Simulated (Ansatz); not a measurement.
Reaction (cleavage of the Si–Al bond): `[SiH3][AlH][GeH3]` + `[OH][Al]([OH])[Br]` → `[OH][Al]([Br])[O][SiH3]` + `[AlH2][GeH3]`

Gas-phase electronic energies from Ansatz, PBE0-D4/def2-TZVP geometries. CCSD(T)/CBS adds triple-zeta CCSD(T) − MP2 to the extrapolated MP2 energy (def2 sets, frozen cores). Functionals use def2-TZVPP. B3LYP here is the variant with VWN-RPA as its local correlation; programs differ in this. HSE06 is defined as in plane-wave codes. For Br, Ge outer-core shells are correlated without core-valence functions, which leaves a few kJ/mol of doubt a bond. Scalar relativity is left out up to krypton. One conformer a species, not always the lowest.

(1) Is it downhill or uphill in electronic energy at CCSD(T)/CBS, and by how much? (Best estimate.)

(2) What do these levels give: PBE-D4, B3LYP-D4, r2SCANh-D4, HSE06-D4, ωB97X-V, PBE-QIDH, PBE, PBE0, r2SCANh, CCSD(T)/def2-SVP, MP2/def2-QZVPP, MP2/CBS(def2)? (Best estimate.)

Largest T1 diagnostic among the species: 0.013.

Answers

(1) Ansatz gave: Downhill: ΔE = -23.3 kcal/mol.

(2) The calculation gave: PBE-D4 -16.3, B3LYP-D4 -23.6, r2SCANh-D4 -21.8, HSE06-D4 -18.6, ωB97X-V -23.3, PBE-QIDH -22.2, PBE -16.2, PBE0 -18.6, r2SCANh -21.8, CCSD(T)/def2-SVP -23.3, MP2/def2-QZVPP -25.4, MP2/CBS(def2) -25.2 kcal/mol.

Leaving LDA and LC-ωPBE aside and taking each functional with its dispersion term where it has one, the values, not all of them listed here, spread over 10.2 kcal/mol, from BHLYP-D4 to PBE-D4. From BLYP to BHLYP (50 % exact exchange), in def2-TZVPP and without D4, ΔE moves by −4.9 kcal/mol. In def2-TZVPP, CCSD(T) changes the Hartree–Fock value by +7.2 kcal/mol (the triples alone add +1.0 kcal/mol) and MP2 by +5.3 kcal/mol.
